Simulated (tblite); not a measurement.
Species: C5H11F2N (charge +1 and doublet state).
Geometry (GFN2-xTB, Å), atoms numbered from 1 in this order:
```xyz
19
C5H11F2N angstrom
C     -0.8141    1.3766   -0.3051
C     -0.4524   -0.0789   -0.1048
C     -1.5714   -0.7878    0.7478
N     -0.3229   -0.7641   -1.3119
C      0.8350   -0.2790    0.7719
C      2.0930    0.1806    0.0350
F      2.1950   -0.4422   -1.1592
F      2.0842    1.4975   -0.2180
H     -1.7456    1.4713   -0.8614
H     -0.0495    1.9071   -0.8726
H     -0.9349    1.8818    0.6489
H     -1.3531   -1.8433    0.8795
H     -2.5152   -0.6806    0.2204
H     -1.6406   -0.3073    1.7180
H     -0.4674   -0.2988   -2.1965
H     -0.0441   -1.7346   -1.3356
H      0.7339    0.2950    1.6926
H      0.9636   -1.3334    1.0183
H      2.9970   -0.0507    0.6253
```

Calculated harmonic vibrations of the isolated species, GFN2-xTB (tblite), most abundant isotopes, no scaling. Errors from tens to a few hundred cm⁻¹ against measured bands are possible. One conformer, not necessarily the lowest. Open shells enter through the occupations alone, without spin polarisation, and single modes of such species can be off by tens of per cent.

Harmonic wavenumbers (cm⁻¹): 31.1, 122.7, 161.6, 199.6, 210.5, 248.3, 268.7, 300.1, 356.2, 398.9, 419.5, 430.7, 432.7, 492.6, 665.1, 786.7, 841.2, 877.7, 905.0, 927.0, 951.8, 974.1, 995.6, 1020.2, 1054.2, 1104.7, 1156.9, 1179.5, 1205.9, 1232.8, 1263.0, 1289.6, 1363.5, 1399.7, 1406.9, 1417.5, 1424.0, 1435.3, 1445.8, 1458.6, 2849.1, 3009.3, 3014.4, 3021.7, 3032.5, 3054.7, 3063.1, 3070.1, 3074.6, 3409.0, 3466.1.

A = 3083, B = 1497, C = 1362 MHz; mass 123.086 u (most abundant isotopes); point group C1, symmetry number 1; spin multiplicity 2.

Task: What is the zero-point energy?

Result: Half the sum of the wavenumbers: 33960 cm⁻¹ = 97.10 kcal/mol.

Task: Give the ideal-gas entropy at 500 K and 1 bar in the rigid-rotor, harmonic-oscillator model (classical rotation).

Result: Translation 42.93, rotation 29.87, vibration 48.27, spin (R ln 2) 1.38: S = 122.4 cal/(mol K).

Task: And Cp and H(500 K) − H(0)?

Result: Cp = 57.12 cal/(mol K), of which vibrations give 49.17 (their classical limit is 51 R = 101.3); H(500 K) − H(0) = 16.68 kcal/mol without the zero-point energy, 12.70 from vibrations.

Task: How do the functions run with temperature in this model?

Result: 
```json
{"T (K)": "50", "S (cal/(mol K))": "58.6", "Cp (cal/(mol K))": "11.6", "H − H(0) (kcal/mol)": "0.48", "G − H(0) (kcal/mol)": "-2.45", "ln q(vib)": "0.57"}
{"T (K)": "100", "S (cal/(mol K))": "68.5", "Cp (cal/(mol K))": "17.8", "H − H(0) (kcal/mol)": "1.21", "G − H(0) (kcal/mol)": "-5.64", "ln q(vib)": "1.50"}
{"T (K)": "298.15", "S (cal/(mol K))": "97.8", "Cp (cal/(mol K))": "38.9", "H − H(0) (kcal/mol)": "6.89", "G − H(0) (kcal/mol)": "-22.26", "ln q(vib)": "6.32"}
{"T (K)": "373.15", "S (cal/(mol K))": "107.3", "Cp (cal/(mol K))": "46.3", "H − H(0) (kcal/mol)": "10.09", "G − H(0) (kcal/mol)": "-29.96", "ln q(vib)": "8.25"}
{"T (K)": "750", "S (cal/(mol K))": "148.7", "Cp (cal/(mol K))": "72.0", "H − H(0) (kcal/mol)": "32.96", "G − H(0) (kcal/mol)": "-78.53", "ln q(vib)": "17.74"}
{"T (K)": "1000", "S (cal/(mol K))": "170.8", "Cp (cal/(mol K))": "81.7", "H − H(0) (kcal/mol)": "52.26", "G − H(0) (kcal/mol)": "-118.54", "ln q(vib)": "23.55"}
```

q(vib) and H(0) count from the zero-point level.

Task: Which modes carry the vibrational entropy at 500 K?

Result: 31.1 cm⁻¹: 6.78; 122.7 cm⁻¹: 4.07; 161.6 cm⁻¹: 3.53; 199.6 cm⁻¹: 3.12; 210.5 cm⁻¹: 3.01; 248.3 cm⁻¹: 2.70 cal/(mol K); the other 45 give 25.07 together.

Hindered rotation and anharmonicity are outside this model. Other conformers, if any are populated, would add a mixing term that is left out. The structure is chiral; the term R ln 2 for an equal mix with its mirror image is left out.
